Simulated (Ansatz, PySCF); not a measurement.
Breaking a bond: SMILES [CH3][GeH3]. The Ge2–H8 bond (Ge2 also carries C, H, H; H8 carries nothing else) is varied alone, starting from the PBE0/def2-TZVP optimised geometry.

Methods: RKS-PBE = restricted PBE/cc-pVDZ (Ansatz, a first-principles code); UKS-PBE = unrestricted PBE/cc-pVDZ (Ansatz); UKS-r2SCAN = unrestricted r2SCAN/cc-pVDZ (PySCF); UCCSD(T) = CCSD(T) on UHF/cc-pVDZ, 10 core orbitals frozen (PySCF 2.14.0).

Energies relative to the lowest point of each curve near equilibrium, in kcal/mol; the last columns give the difference from UCCSD(T):

```
R / Å  RKS-PBE  UKS-PBE  UKS-r2SCAN  UCCSD(T)  RKS-PBE − UCCSD(T)  UKS-PBE − UCCSD(T)  UKS-r2SCAN − UCCSD(T)
-----  -------  -------  ----------  --------  ------------------  ------------------  ---------------------
1.17      49.2     49.2        47.2      48.2                 1.0                 1.0                   -1.0
1.23      31.6     31.6        29.9      30.5                 1.0                 1.0                   -0.7
1.30      17.3     17.3        15.9      16.3                 1.0                 1.0                   -0.4
1.39       6.3      6.3         5.4       5.6                 0.7                 0.7                   -0.2
1.45       2.3      2.3         1.8       1.9                 0.4                 0.4                   -0.1
1.49       0.8      0.8         0.5       0.6                 0.3                 0.3                    0.0
1.54       0.0      0.0         0.0       0.0                 0.0                 0.0                    0.0
1.57       0.0      0.0         0.2       0.2                -0.2                -0.2                    0.0
1.62       0.7      0.7         1.1       1.1                -0.4                -0.4                    0.0
1.68       2.3      2.3         3.1       3.1                -0.8                -0.8                    0.0
1.78       6.6      6.6         8.0       8.0                -1.4                -1.4                    0.0
1.89      12.8     12.8        14.8      14.9                -2.0                -2.0                   -0.1
2.07      24.5     24.5        27.3      27.4                -3.0                -3.0                   -0.2
2.33      41.6     41.6        45.5      45.3                -3.8                -3.8                    0.1
2.57      55.9     55.9        60.5      59.5                -3.6                -3.6                    1.0
2.76      65.9     65.9        68.5      68.5                -2.6                -2.6                    0.0
3.10      80.4     77.4        76.9      79.7                 0.6                -2.3                   -2.8
3.41      90.3     82.0        81.2      84.4                 5.9                -2.4                   -3.2
3.80      99.3     84.2        84.0      86.2                13.1                -2.0                   -2.2
4.17     105.2     85.0        85.3      86.7                18.5                -1.8                   -1.4
4.67     110.3     85.3        86.0      86.9                23.4                -1.6                   -0.9
5.32     113.8     85.4        86.3      87.0                26.9                -1.6                   -0.7
```

RKS-PBE is furthest from UCCSD(T) at 5.32 (26.9 kcal/mol, above); its mean absolute difference over the points is 5.0 kcal/mol.

UKS-PBE is furthest from UCCSD(T) at 2.33 (-3.8 kcal/mol, below); its mean absolute difference over the points is 1.5 kcal/mol.

UKS-r2SCAN is furthest from UCCSD(T) at 3.41 (-3.2 kcal/mol, below); its mean absolute difference over the points is 0.7 kcal/mol.

The restricted form behind RKS-PBE keeps the bonding electrons paired and can't separate into open-shell fragments. The unrestricted determinant behind UKS-PBE is spin-contaminated at 3.10 to 5.32 Å (<S²> up to 1.0, against 0.00 for a pure singlet). The unrestricted determinant behind UKS-r2SCAN is spin-contaminated at 2.57 to 5.32 Å (<S²> up to 1.0, against 0.00 for a pure singlet). The unrestricted determinant behind UCCSD(T) is spin-contaminated at 2.33 to 5.32 Å (<S²> up to 1.0, against 0.00 for a pure singlet).
